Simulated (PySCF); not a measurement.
# Core-level binding energies of dibromodichloromethane

Compound: dibromodichloromethane, CBr2Cl2.
SMILES with atom numbers: `[Cl:1][C:2]([Cl:3])([Br:4])[Br:5]`

Computed with PySCF 2.14.0, delta-SCF UKS SCAN, pcX-2 on the ionised atom, pcseg-1 elsewhere, spin-free X2C. These are vertical core ionisation energies against the vacuum level, from separate self-consistent calculations with and without the core hole.

Question: Give the core binding energies atom by atom.

Answer: 
| atom(s) | environment | level | binding energy (eV) | 2p1/2 (eV) | count |
| --- | --- | --- | --- | --- | --- |
| Cl1/Cl3 | alkyl chlorine | Cl 2p3/2 | 206.95 | 208.61 | 2 |
| C2 | CCl2 carbon | C 1s | 296.01 | – | 1 |
| Cl1/Cl3 | alkyl chlorine | Cl 1s | 2829.51 | – | 2 |

Question: Which effective nuclear charge Zeff reproduces each element's mean 1s value in the hydrogen-like formula E = 13.606 eV × Zeff²?

Answer: C (Z = 6): mean 296.0 eV, Zeff = 4.66, Z − Zeff = 1.34; Cl (Z = 17): mean 2829.5 eV, Zeff = 14.42, Z − Zeff = 2.58. Means run over the listed sites, weighted by atom count.

Atoms equivalent by their bonding share one computed value, that of the first of them. 2p3/2 and 2p1/2 are the ΔSCF energy of one spin-free 2p hole plus the eigenvalues of a spin–orbit and ligand-field matrix of the shell. 2p1/2 minus 2p3/2 (ligand field included): Cl 1.65 eV. No level of bromine is listed. Geometry: PBE0-D3(BJ)/def2-SVP; no solvent, vibrations or thermal averaging.

On an Arm Neoverse N1 with one thread, shared host with 64 logical CPUs at a one-minute load of 17, this took 14 s wall and 0.40 GiB of memory at its peak.
